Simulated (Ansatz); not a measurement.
# Cost against result

The pair of HF (SMILES F, atoms 1–2) and GeH₄ (SMILES [GeH4], atoms 3–7), both closed shells, in one local arrangement (a lower one may exist), relaxed at PBE0-D4/def2-TZVP:

```xyz
7
angstrom
F -0.1455 -0.7723 -2.5248
H -0.3784 -0.1627 -1.8686
Ge 0.1174 0.1745 0.8949
H -0.4408 -1.2246 1.1669
H -0.1738 1.1129 2.0699
H -0.5987 0.7576 -0.3459
H 1.6197 0.1146 0.6078
```

Interaction energies are counterpoise-corrected; the time is that of the whole pair.

Ansatz 0.2.0; basis: as named in each row; cores frozen in the correlated methods. Filled d shells of the heavier atoms are correlated. The def2 sets are not built for correlating such inner shells, so the correlated values are less sure here. B3LYP uses VWN-RPA correlation. Extrapolation: Hartree–Fock as exp(−7.88 √X), correlation as X^−2.97.

Times are rough, for one single point on 2 threads of a shared host (Arm Neoverse V1).

The estimate by CCSD(T) at an estimated basis limit (MP2 extrapolated from triple and quadruple zeta, plus CCSD(T) − MP2 in triple zeta) is -5.6 kJ/mol.

| method | basis | time (s) | interaction energy (kJ/mol) | method less estimate |
| --- | --- | --- | --- | --- |
| HF | STO-3G | under 1 | 12.0 | 17.6 |
| PBE-D4 | STO-3G | under 1 | 3.4 | 9.0 |
| SPW92 | def2-SVP | under 1 | -12.5 | -6.9 |
| PBE-D4 | def2-SVP | under 1 | -7.2 | -1.6 |
| B3LYP-D4 | 6-31G | under 1 | -4.6 | 1.0 |
| PBE0-D4 | def2-SVP | under 1 | -5.5 | 0.1 |
| CCSD(T) | def2-SVP | 2 | 0.7 | 6.2 |
| PBE-D4 | def2-TZVPPD | 2 | -8.9 | -3.4 |
| revPBE-D4 | def2-TZVPPD | 2 | -5.9 | -0.3 |
| BLYP-D4 | def2-TZVPPD | 2 | -6.8 | -1.3 |
| PBE0-D4 | def2-TZVPPD | 3 | -7.5 | -1.9 |
| HSE06-D4 | def2-TZVPPD | 3 | -7.5 | -2.0 |
| B3LYP-D4 | def2-TZVPPD | 3 | -6.9 | -1.3 |
| r2SCAN-D4 | def2-TZVPPD | 3 | -7.4 | -1.9 |
| wB97M-V | def2-SVP | 4 | -3.9 | 1.6 |
| B2PLYP | def2-TZVPPD | 4 | -4.6 | 1.0 |
| wB97X-V | def2-TZVPPD | 7 | -6.3 | -0.7 |
| B97M-V | def2-TZVPPD | 8 | -7.1 | -1.5 |
| wB97M-V | def2-TZVPPD | 8 | -6.2 | -0.6 |
| MP2 | def2-QZVPPD | 12 | -5.0 | 0.6 |
| CCSD(T) | def2-TZVPPD | 50 | -4.6 | 0.9 |

The T1 diagnostic stays at or below 0.012.
